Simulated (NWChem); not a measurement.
MoS4 (charge -2); SMILES [S]=[Mo-2](=[S])(=[S])=[S]

No frequency run checked for a minimum. The highest occupied level is positive, so the extra electron may be held by the finite basis. def2 effective core potentials on Mo; no spin-orbit coupling.

Problem. Give the equilibrium geometry at B3LYP/def2-SVPD with def2 effective core potentials on Mo (NWChem) as an XYZ file, with the point group.

Solution. point group Td; any orientation.
```
5

Mo     0.0000     0.0000     0.0000
S      1.3190    -1.2356     1.2871
S     -1.3265     1.2401     1.2750
S      1.2417     1.3205    -1.2798
S     -1.2342    -1.3250    -1.2822
```
